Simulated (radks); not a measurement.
Q: These are the eigenvalues of the occupied orbitals of an atom or ion with whole-number occupations (hartree). All-electron calculation, Dirac Kohn-Sham, LDA (Slater exchange, Perdew-Wang correlation), spin-unpolarised, spherical densities, finite nucleus; Fermi nuclear charge, rms radius of each element as measured or else 0.836 A^(1/3) + 0.57 fm. Program: a radial shooting solver on a logarithmic mesh with Libxc functionals.

orbital  eigenvalue
1s1/2     -3049.274
2s1/2     -541.4425
2p1/2     -519.8960
2p3/2     -448.4005
3s1/2     -129.7132
3p1/2     -119.9414
3p3/2     -104.1086
3d3/2     -87.79891
3d5/2     -84.40311
4s1/2     -29.76875
4p1/2     -25.57214
4p3/2     -21.73927
4d3/2     -14.84775
4d5/2     -14.13289
5s1/2      -5.95769
4f5/2      -5.25226
4f7/2      -5.09781
5p1/2      -4.55645
5p3/2      -3.86306
5d3/2      -1.92791
5d5/2      -1.84619
7p1/2      -0.53228

Which element is it, and in what charge state? The configuration may be excited. Open shells, if any, fill j = l - 1/2 first.

A: Z = 80, mercury, charge +3: Hg3+ in [Xe] 4f14 5d8 7p1. The list shows which subshells hold electrons but not how many an open one holds; the 1s level, -3049.3 hartree, gives Z - s = 78.1 by -(Z - s)^2/2, which with screening and relativity narrows Z to a few neighbours, and the depths of the outer levels then fix element, charge and occupations together.
